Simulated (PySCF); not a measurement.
**Basis and Hamiltonian dependence of the ionisation energy of Ir⁺**

Ir⁺ [Xe] 4f14 5d7 6s1 (5F) → Ir²⁺ [Xe] 4f14 5d7 (4F). All values are computed (PySCF 2.14, energy differences of UHF-based or UKS calculations, no spin-orbit coupling). Values in eV.

| basis | Hamiltonian | functions | UHF | PBE | PBE0 | MP2 (valence) | CCSD(T) (valence) | CCSD(T) (valence and next inner shell) |
| --- | --- | --- | --- | --- | --- | --- | --- | --- |
| cc-pVDZ-PP with ECP60MDF | ECP | 38 | 16.275 | 17.955 | n/a | 17.114 | n/a | n/a |
| def2-TZVP with the def2 core potential (60 electrons) | ECP | 40 | 16.334 | n/a | 17.735 | 17.222 | n/a | n/a |
| aug-cc-pVDZ-PP with ECP60MDF | ECP | 54 | 16.302 | 17.976 | 17.694 | 17.272 | 17.224 | n/a |
| def2-TZVPPD with the def2 core potential (60 electrons) | ECP | 59 | 16.333 | 18.017 | 17.735 | 17.299 | 17.238 | 17.440 |
| aug-cc-pwCVDZ-PP with ECP60MDF | ECP | 70 | 16.347 | 18.024 | 17.745 | 17.343 | 17.279 | 17.495 |
| ANO-RCC-VTZP | spin-free X2C | 84 | 16.345 | 18.090 | 17.777 | 17.340 | 17.293 | 17.478 |
| def2-QZVPPD with the def2 core potential (60 electrons) | ECP | 88 | 16.337 | 18.025 | 17.740 | 17.349 | 17.293 | n/a |
| aug-cc-pVTZ-PP with ECP60MDF | ECP | 88 | 16.344 | 18.035 | 17.749 | 17.396 | 17.340 | n/a |
| x2c-TZVPPall | spin-free X2C | 97 | 16.375 | 18.067 | 17.770 | 17.340 | 17.296 | n/a |
| x2c-TZVPPall with one added diffuse shell each of s, p, d, f type | spin-free X2C | 113 | 16.371 | 18.066 | 17.768 | 17.348 | 17.308 | 17.497 |
| aug-cc-pVTZ-PP with one added diffuse shell each of s, p, d, f, g type with ECP60MDF | ECP | 113 | 16.345 | 18.035 | 17.750 | 17.397 | n/a | n/a |
| aug-cc-pwCVTZ-PP with ECP60MDF | ECP | 122 | 16.342 | 18.034 | 17.748 | 17.396 | n/a | n/a |

Frozen in the all-electron rows: valence: [Xe] 4f14; valence and next inner shell: [Kr] 4d10 4f14; with a core potential, the same shells as far as they lie outside it.

Between the lowest levels the reference is 17 ± 0.3 eV (semi-empirical (NIST evaluation); NIST Atomic Spectra Database, ionization energies); it includes spin-orbit coupling, which these numbers lack.
